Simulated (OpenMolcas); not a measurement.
## S II: effect of the IPEA shift

| Quantity | Value |
| --- | --- |
| Program | OpenMolcas |
| Basis | ANO-L-VTZP [5s4p2d1f] |
| Scalar Hamiltonian | non-relativistic, point nucleus |
| Active space | 3 electrons in 3 orbitals (3p) |
| State averaging | 2S+1 = 4 odd, 1 root; 2S+1 = 2 odd, 8 roots |
| Spin-orbit coupling | RASSI with atomic mean-field integrals over the reference wave functions, term energies averaged over their components |

Methods on the same reference wave functions:
A. CASSCF
B. SS-CASPT2, IPEA 0.25 Eh, imaginary shift 0.1 Eh (closed shells correlated: 2s 2p 3s)
C. SS-CASPT2, IPEA 0.5 Eh, imaginary shift 0.1 Eh (closed shells correlated: 2s 2p 3s)

Energies in cm-1 above 3s2 3p3 4S* 3/2, the measured ground level; measured values from NIST Handbook of Basic Atomic Spectroscopic Data.

```
          Level      A      B      C  Measured
3s2 3p3 4S* 3/2    0.0    0.0    0.0       0.0
3s2 3p3 2D* 3/2  19214  15690  15450     14853
3s2 3p3 2D* 5/2  19232  15710  15470     14885
3s2 3p3 2P* 1/2  31904  26540  26350     24525
3s2 3p3 2P* 3/2  31928  26560  26370     24572
```

Deviations, from unrounded energies. A percentage is the sum of absolute deviations over the sum of measured energies, with the sign that they share, or ± where signs differ.

```
                        Against measurement  Levels      A     B     C
             mean absolute deviation (cm-1)       4   5900  1400  1200
other terms of the ground configuration (%)       4  +29.7  +7.2  +6.1
```

C lies closest to measurement on these levels and A furthest from it. The largest miss of C in the table is 3s2 3p3 2P* 1/2, by +1800 cm-1. The ranking rests on the paired levels alone, and a cruder setting can come out closer through cancelling errors.

Between B and C the level of the table that moves most is 3s2 3p3 2D* 5/2, by 240 cm-1 (lowest in C, highest in B). Moves below CASPT2's spread within the term are not significant.

The mean deviations of B to C differ by less than CASPT2's widest spread within a term (330 cm-1), so their order carries little weight.

From A to B the spin-free energies of the other terms of 3s2 3p3 shown, above 4S*, scale by factors of 0.82 to 0.83.

The lowest spin-free term lies below A's lowest term by 0.104 hartree in B, 0.095 hartree in C.

Term energies are means over components that CASPT2 splits; among the terms shown or strongly mixed into the levels shown the widest spread is 330 cm-1 (3s2 3p3 2P*, C). With the s shell closed, the reference lacks s² → p² mixing. Without dynamic correlation excited terms often stand tens of per cent too high (terms of higher spin than the ground term too low), and those without a measured partner can miss by more than the paired ones (holds for A). Measured partners are found by configuration, term and J. A level has none where our copy of the source lacks it or the pairing is in doubt (some pairs that miss far off the trend of their configuration count as doubtful), and it then counts in no deviation. Levels of configurations outside the active space are missing.

* marks odd parity.
